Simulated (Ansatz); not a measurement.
`C[Si]O` + `CNC` → `CN(C)[Si]O` + CH₄ at 400 K and 1 bar (ligand exchange at the Si–C bond).

Isolated molecules relaxed with PBE0-D4/def2-TZVP in Ansatz; ΔE leaves out vibrations. CCSD(T)/CBS adds triple-zeta CCSD(T) − MP2 to the extrapolated MP2 energy (def2 sets, frozen cores). This one scheme is used for every species. One conformer a species, not always the lowest.

| species | CCSD(T)/CBS energy (Eh) | H − E (kJ/mol) | S (J/(mol·K)) |
| --- | --- | --- | --- |
| `C[Si]O` | -404.71755 | 153.0 | 313.4 |
| `CNC` | -135.00321 | 264.6 | 293.2 |
| `CN(C)[Si]O` | -499.30678 | 286.7 | 378.9 |
| CH₄ | -40.46206 | 131.3 | 197.2 |

H − E and S are ideal-gas, rigid-rotor, harmonic terms from PBE0-D4/def2-TZVP, for one conformer and one mirror image of each species. 1 Eh = 2625.50 kJ/mol, R = 8.31446 J/(mol·K).

Task: By hand: ΔE, ΔH, ΔS and ΔG.

Result: ΔE = (-499.30678) + (-40.46206) − (-404.71755) − (-135.00321) = -0.04808 Eh = -126.2 kJ/mol. Δ(H − E) = 286.7 + 131.3 − 153.0 − 264.6 = 0.4, so ΔH = -125.8 kJ/mol. ΔS = 378.9 + 197.2 − 313.4 − 293.2 = -30.5 J/(mol·K). ΔG = -125.8 − 400 × (-30.5)/1000 = -113.6 kJ/mol.

Task: By hand: the equilibrium constant, and the temperature at which ΔG would vanish if ΔH and ΔS stayed fixed.

Result: log₁₀ K = −ΔG/(RT ln 10) = 14.8. ΔG = 0 at ΔH/ΔS = 4125 K, far beyond where these terms or the molecules hold.

ΔH outweighs TΔS. A doubt of 5 kJ/mol in ΔE shifts log₁₀ K by 0.7 here. Other conformers and mirror images would add mixing entropy, several J/(mol·K) or more a flexible species. Modes under 60 cm⁻¹, often nearly free rotors, make the harmonic entropy too high. These are equilibria of isolated gas molecules and say nothing of rates. Largest T1 diagnostic: 0.014 (customary marks: 0.02 for closed shells, 0.045 for open ones).
